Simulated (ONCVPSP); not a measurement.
What one change does to a pseudopotential (S, ONCV)

```json
{
 "Element": "S (Z = 16)",
 "Generator": "ONCVPSP 4.0.1",
 "Type": "optimised norm-conserving Vanderbilt (ONCV)",
 "Functional": "LDA (Perdew-Zunger)",
 "Relativity": "scalar-relativistic",
 "Frozen core": "[Ne]",
 "Valence charge": "6",
 "Reference configuration": "3s2 3p4",
 "Partial waves": "3s: rc 1.50 bohr, ncon 4, nbas 7, qcut 5.3 1/bohr, 3 projectors, debl 2.1 Ha; 3p: rc 1.55 bohr, ncon 3, nbas 7, qcut 6.2 1/bohr, 1 projector",
 "Local potential": "polynomial inside 1.05 bohr (lpopt 2, dvloc0 3 Ha)",
 "Core correction": "none"
}
```

Change: all radii scaled by about 0.92 (s 1.38, p 1.42 bohr); local potential polynomial inside 0.96 bohr (lpopt 2, dvloc0 3 Ha).

Cutoffs: the cutoffs (Ha) at which the residual kinetic energy of the hardest occupied pseudo-wave falls to 1 and 0.1 mHa per electron; they do not see the model core or the augmentation charge, which bear on the density cutoff. Errors are all-electron minus pseudo energies relative to the spin-unpolarised reference configuration.

Q: Predict the effect on cutoff, ghosts and configuration errors.

A: The potential gets neither clearly harder nor softer (13 Ha and 29 Ha → 13 Ha and 26 Ha); a bound ghost appears in s, which as a rule spoils a file; the errors of the 4 common tests hardly move.

| quantity | base | changed |
| --- | --- | --- |
| cutoff, loose | 13 Ha | 13 Ha |
| cutoff, tight | 29 Ha | 26 Ha |
| loose cutoff by channel | s 13 Ha, p 6.4 Ha | s 13 Ha, p 7.3 Ha |
| bound ghosts | none | s |
| GHOST(+) flags under 300 eV | none | none |
| error for 3s2 3p3, meV [ΔE 11.86 eV] | +3.7 | +3.7 |
| error for 3s2 3p2, meV [ΔE 34.24 eV] | +29 | +30 |
| error for 3s2 3p1, meV [ΔE 68.39 eV] | +112 | +113 |
| error for 3s1 3p4, meV [ΔE 22.66 eV] | +11 | +11 |

 A true bound ghost makes a file unfit for plane-wave use even where its test errors are small: the radial tests pick states by their node count and pass the ghost by.
